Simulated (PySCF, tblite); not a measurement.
Species: C₄H₄F₄O₂.
Atom-mapped SMILES: `[F:1][C@@H:2]1[CH2:3][O:4][C@@H:5]1[O:6][C:7]([F:8])([F:9])[F:10]` (hydrogens: H11 on C2; H12, H13 on C3; H14 on C5)

Computed with GFN2-xTB (tblite), gas phase: nudged elastic band of 9 images (0 to 8), spring 0.2 eV/Å², climbing image at the end, force threshold 0.05 eV/Å. No saddle search or frequency run followed, so the top image need not be a first-order saddle, and its height can exceed the method's true barrier by a kcal/mol or more.

Path: rotation about C7–O6 (CF3 carbon, ether oxygen), followed by the dihedral F8–C7–O6–C5.

Image 0 (start, dihedral -64°):
```
atom  x, y, z in Å
F1     -1.303    1.521    1.476
C2     -1.354    0.810    0.326
C3     -1.782   -0.657    0.447
O4     -0.591   -1.061   -0.250
C5     -0.024    0.219   -0.178
O6      0.976    0.332    0.823
C7      2.172   -0.161    0.525
F8      2.192   -1.482    0.333
F9      2.696    0.375   -0.593
F10     3.011    0.106    1.514
H11    -1.890    1.406   -0.417
H12    -1.790   -1.019    1.477
H13    -2.685   -0.958   -0.083
H14     0.371    0.567   -1.140
```

Image 8 (end, 0.000 eV, dihedral 56°):
```
atom  x, y, z in Å
F1     -1.284    1.870    0.809
C2     -1.380    0.735    0.077
C3     -1.739   -0.545    0.841
O4     -0.583   -1.196    0.290
C5     -0.062   -0.003   -0.229
O6      0.995    0.534    0.552
C7      2.183   -0.041    0.417
F8      2.621   -0.049   -0.856
F9      3.074    0.633    1.130
F10     2.230   -1.312    0.821
H11    -1.987    0.951   -0.805
H12    -1.661   -0.435    1.925
H13    -2.663   -1.050    0.561
H14     0.255   -0.093   -1.274
```

**Question.** What do the inner images look like?

**Answer.** 
Image 1: +0.009 eV, dihedral -51°
```
atom  x, y, z in Å
F1     -1.279    1.581    1.398
C2     -1.353    0.808    0.291
C3     -1.778   -0.651    0.498
O4     -0.602   -1.091   -0.201
C5     -0.030    0.189   -0.198
O6      0.967    0.341    0.802
C7      2.168   -0.144    0.519
F8      2.168   -1.408    0.089
F9      2.800    0.560   -0.441
F10     2.926   -0.090    1.603
H11    -1.903    1.363   -0.473
H12    -1.764   -0.962    1.545
H13    -2.688   -0.982    0.001
H14     0.366    0.485   -1.176
```

Image 2: +0.032 eV, dihedral -37°
```
atom  x, y, z in Å
F1     -1.279    1.641    1.316
C2     -1.358    0.803    0.257
C3     -1.773   -0.644    0.550
O4     -0.606   -1.115   -0.143
C5     -0.037    0.164   -0.210
O6      0.966    0.359    0.774
C7      2.171   -0.130    0.509
F8      2.167   -1.292   -0.147
F9      2.909    0.704   -0.248
F10     2.836   -0.309    1.641
H11    -1.918    1.310   -0.534
H12    -1.740   -0.895    1.612
H13    -2.688   -1.007    0.086
H14     0.350    0.411   -1.206
```

Image 3: +0.057 eV, dihedral -21°
```
atom  x, y, z in Å
F1     -1.282    1.692    1.235
C2     -1.365    0.797    0.225
C3     -1.767   -0.634    0.601
O4     -0.605   -1.137   -0.079
C5     -0.046    0.141   -0.224
O6      0.971    0.392    0.732
C7      2.177   -0.116    0.497
F8      2.191   -1.141   -0.356
F9      3.013    0.800   -0.023
F10     2.730   -0.530    1.631
H11    -1.936    1.255   -0.587
H12    -1.720   -0.828    1.675
H13    -2.685   -1.028    0.168
H14     0.322    0.336   -1.237
```

Image 4 (top): +0.067 eV, dihedral -4°
```
atom  x, y, z in Å
F1     -1.286    1.737    1.155
C2     -1.372    0.788    0.195
C3     -1.759   -0.623    0.652
O4     -0.599   -1.154   -0.009
C5     -0.054    0.118   -0.236
O6      0.982    0.438    0.677
C7      2.183   -0.101    0.482
F8      2.247   -0.963   -0.533
F9      3.094    0.847    0.223
F10     2.609   -0.742    1.569
H11    -1.953    1.198   -0.634
H12    -1.701   -0.758    1.734
H13    -2.679   -1.045    0.249
H14     0.288    0.260   -1.267
```

Image 5: +0.056 eV, dihedral 13°
```
atom  x, y, z in Å
F1     -1.289    1.776    1.075
C2     -1.377    0.778    0.167
C3     -1.750   -0.609    0.702
O4     -0.589   -1.167    0.066
C5     -0.060    0.093   -0.243
O6      0.993    0.484    0.622
C7      2.185   -0.085    0.466
F8      2.329   -0.763   -0.676
F9      3.138    0.850    0.475
F10     2.482   -0.934    1.452
H11    -1.968    1.140   -0.678
H12    -1.686   -0.685    1.790
H13    -2.670   -1.057    0.327
H14     0.260    0.179   -1.288
```

Image 6: +0.030 eV, dihedral 30°
```
atom  x, y, z in Å
F1     -1.292    1.812    0.989
C2     -1.379    0.765    0.137
C3     -1.741   -0.591    0.752
O4     -0.578   -1.177    0.144
C5     -0.062    0.067   -0.244
O6      1.000    0.520    0.580
C7      2.183   -0.070    0.450
F8      2.424   -0.538   -0.782
F9      3.142    0.811    0.721
F10     2.364   -1.101    1.280
H11    -1.978    1.079   -0.722
H12    -1.672   -0.606    1.841
H13    -2.659   -1.064    0.406
H14     0.247    0.093   -1.295
```

Image 7: +0.008 eV, dihedral 44°
```
atom  x, y, z in Å
F1     -1.293    1.845    0.897
C2     -1.380    0.751    0.106
C3     -1.733   -0.570    0.799
O4     -0.572   -1.185    0.218
C5     -0.061    0.038   -0.239
O6      0.999    0.540    0.561
C7      2.178   -0.056    0.434
F8      2.517   -0.296   -0.843
F9      3.116    0.732    0.942
F10     2.270   -1.231    1.063
H11    -1.984    1.012   -0.767
H12    -1.657   -0.520    1.887
H13    -2.651   -1.065    0.487
H14     0.251    0.005   -1.288
```

The largest changes of bonds and angles from start to top: C7–F10 1.325 → 1.331 Å, C7–F9 1.346 → 1.340 Å, O6–C7 1.327 → 1.331 Å, C5–O6 1.420 → 1.417 Å, O6–C7–F10 109.1 → 111.3°, O6–C7–F9 112.9 → 110.9°, C5–O6–C7 116.5 → 118.3°. GFN2-xTB torsional profiles can miss by a kcal/mol or more and can put conformers in the wrong order.

**Question.** What do single points at PBE0/pcSseg-1 (PySCF, no dispersion term) give on some images?

**Answer.** 
| image | GFN2-xTB E (eV) | DFT E (eV) | HOMO (eV) | LUMO (eV) | dipole (D) |
| --- | --- | --- | --- | --- | --- |
| 0 | 0.000 | 0.000 | -8.75 | 0.96 | 3.60 |
| 2 | 0.032 | 0.026 | -8.75 | 0.94 | 3.62 |
| 4 | 0.067 | 0.070 | -8.76 | 0.92 | 3.69 |
| 6 | 0.030 | 0.037 | -8.76 | 0.94 | 3.67 |
| 8 | 0.000 | 0.001 | -8.75 | 0.96 | 3.60 |

Energies count from image 0 at each level. At the GFN2-xTB top the DFT energy is 1.6 kcal/mol against 1.5; the geometries weren't optimised at the DFT level.

The cost below is that of the whole band run. The run took 1.7 s on one thread, Intel Xeon 6975P-C (x86_64), on a shared host, and the process peaked at 0.18 GiB of memory.
